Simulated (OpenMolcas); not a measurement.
C2H6FIn (SMILES C[CH](F)[InH2]): the vertical energy of the triplet above the singlet from total energies

The species is C2H6FIn (10 atoms), meant as a singlet with charge 0. As SMILES, `C[CH](F)[InH2]`. The coordinates come from a PBE0-D4/def2-TZVP relaxation.

Both states at this one shape; open shells run unrestricted unless said. 1 Eh = 27.2114 eV.

| level | program | singlet C2H6FIn (Eh) | triplet C2H6FIn (Eh) |
| --- | --- | --- | --- |
| HF/def2-SVP (core potential) | OpenMolcas | -367.678540 | -367.538372 |
| TPSS/def2-SVP (core potential) | OpenMolcas | -369.554097 | -369.424971 |
| BHLYP/def2-SVP (core potential) | OpenMolcas | -369.431848 | -369.286516 |

**Question.** Work out the vertical gap, second state less first, at each level.

**Answer.** 
1. HF/def2-SVP (core potential): -367.538372 − (-367.678540) = 0.140168 Eh = 3.81 eV.
2. TPSS/def2-SVP (core potential): -369.424971 − (-369.554097) = 0.129126 Eh = 3.51 eV.
3. BHLYP/def2-SVP (core potential): -369.286516 − (-369.431848) = 0.145332 Eh = 3.95 eV.

No measured value is set beside it here; the levels span 3.51 to 3.95 eV. Spin-orbit coupling, which splits open shells on such heavy atoms by tenths of an eV, is left out.
